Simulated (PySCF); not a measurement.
## Dipole response of O⁻ (oxygen, charge -1)

[He] 2s2 2p5, 2P determinant. All numbers are calculated (PySCF 2.14, scalar relativity by spin-free X2C-1e, in aug-cc-pVDZ-DK). Coupled (time-dependent) response in atomic units; α is the mean over directions. A double-zeta set is small for polarisabilities.

```json
{"method": "UHF", "mean α (bohr³)": "9.573", "α xx, yy, zz": "6.454, 11.13, 11.13", "C₆ (like pair)": "37.31", "S(−4)": "72.49"}
```

S(−4) is the Cauchy moment in α(ω) = α(0) + S(−4) ω² + …

α(iu) at UHF:

```json
{"u (hartree)": "0", "α(iu) (bohr³)": "9.573"}
{"u (hartree)": "0.0500", "α(iu) (bohr³)": "9.398"}
{"u (hartree)": "0.100", "α(iu) (bohr³)": "8.934"}
{"u (hartree)": "0.200", "α(iu) (bohr³)": "7.664"}
{"u (hartree)": "0.300", "α(iu) (bohr³)": "6.497"}
{"u (hartree)": "0.500", "α(iu) (bohr³)": "4.892"}
{"u (hartree)": "0.750", "α(iu) (bohr³)": "3.667"}
{"u (hartree)": "1.00", "α(iu) (bohr³)": "2.836"}
{"u (hartree)": "1.50", "α(iu) (bohr³)": "1.786"}
{"u (hartree)": "2.00", "α(iu) (bohr³)": "1.194"}
{"u (hartree)": "3.00", "α(iu) (bohr³)": "0.6230"}
{"u (hartree)": "5.00", "α(iu) (bohr³)": "0.2506"}
```

A single London oscillator, α(iu) = α/(1 + u²/ω²), gives C₆ = (3/4) ω α². Matching the computed C₆ needs ω = 4 × 37.31 / (3 × 9.573²) = 0.543 hartree.

For an ion, C₆ is the dispersion term alone; charge-induced terms of lower order in 1/R come first.

The components differ because the open shell of this determinant is not spherical; for a pure term their mean is the scalar polarisability.
